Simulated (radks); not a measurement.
Spherical jellium clusters: N electrons in a uniform positive sphere of charge N and radius rs N^(1/3), rs = 3.38 bohr. Calculated with a radial shooting solver with Libxc functionals: non-relativistic Kohn-Sham, exchange-only LDA, spin-polarised, spherical densities. Levels are named by radial order and angular momentum (1s, 1p, 1d, 2s, ...), and open shells are averaged over m.

N = 38, configuration 1s2 1p6 1d10 2s2 1f14 2p(up 3, down 1). This is the lowest configuration that the search found. Occupied and some empty levels:

level    occupation  eigenvalue (eV)  <r> (bohr)
1s up             1          -5.9064       6.610
1s down           1          -5.6425       7.137
1p up             3          -5.1008       7.945
1p down           3          -4.9550       8.166
1d up             5          -4.1148       8.852
1d down           5          -4.0227       8.911
2s up             1          -3.7160       7.281
2s down           1          -3.3453       7.023
1f up             7          -2.9738       9.582
1f down           7          -2.8969       9.564
2p up             3          -2.3866       8.395
2p down           1          -2.0508       8.601
1g up             0          -1.7045       10.28
1g down           0          -1.6229       10.23
2d up             0          -1.0651       10.25
3s up             0         -0.93459       10.82
2d down           0         -0.84499       10.70
3s down           0         -0.73097       11.26

Energy (eV): total -35.4927, kinetic 87.948, external -4084.2, Hartree 2012.6, exchange-correlation -126.60, background 2074.7.

Electron density:

r (bohr)  n(r) (e/bohr^3)
0.366            0.005695
1.28             0.005959
2.20             0.006318
3.12             0.006496
4.04             0.006378
4.96             0.006128
5.88             0.006054
6.80             0.006291
7.71             0.006602
8.63             0.006479
9.55             0.005534
10.5             0.003913
11.4             0.002250
12.3             0.001101
13.2            0.0004916
14.2            0.0002085
15.1           0.00008671
16.0           0.00003519
16.9           0.00001418
17.8            5.720e-06
